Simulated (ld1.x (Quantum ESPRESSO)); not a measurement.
Reading a pseudo-wave (B)

Columns: radius, all-electron u(r) and pseudo u(r) of the 2s shell (level -9.44 eV) of boron in the configuration [He] 2s2 2p1; PBE, non-relativistic, ultrasoft scheme, ld1.x (Quantum ESPRESSO) 7.5.

```tsv
r (bohr)	all-electron	pseudo
0.245	0.2719	-0.2108
0.490	-0.0418	-0.4004
0.735	-0.3596	-0.5525
0.980	-0.5773	-0.6589
1.225	-0.6956	-0.7192
1.470	-0.7356	-0.7385
1.715	-0.7228	-0.7228
1.960	-0.6780	-0.6780
2.205	-0.6164	-0.6164
2.450	-0.5481	-0.5481
2.695	-0.4796	-0.4796
2.940	-0.4147	-0.4147
3.185	-0.3553	-0.3553
3.430	-0.3023	-0.3023
3.675	-0.2559	-0.2559
3.920	-0.2156	-0.2156
4.165	-0.1811	-0.1811
4.410	-0.1516	-0.1516
4.655	-0.1266	-0.1266
4.900	-0.1055	-0.1055
5.145	-0.0877	-0.0877
5.390	-0.0728	-0.0728
5.635	-0.0603	-0.0603
5.880	-0.0499	-0.0499
6.125	-0.0413	-0.0413
6.370	-0.0340	-0.0340
```

Question: How many radial nodes do the two functions have?

Answer: The all-electron 2s function has n − l − 1 = 1; the pseudo-wave has 0, since the states of the same l below it are removed with the core.

Question: At about which radius was the pseudo-wave matched?

Answer: 1.70 bohr, where the columns begin to agree (steps of 0.24 bohr).

Question: Where does each function peak?

Answer: Outermost all-electron maximum near 1.47 bohr, pseudo maximum near 1.47 bohr (to the table’s step).

Question: Is the pseudo-wave norm-conserving?

Answer: No, it belongs to an ultrasoft set: the norm inside the radius is not constrained, and the difference is carried by the augmentation charge.
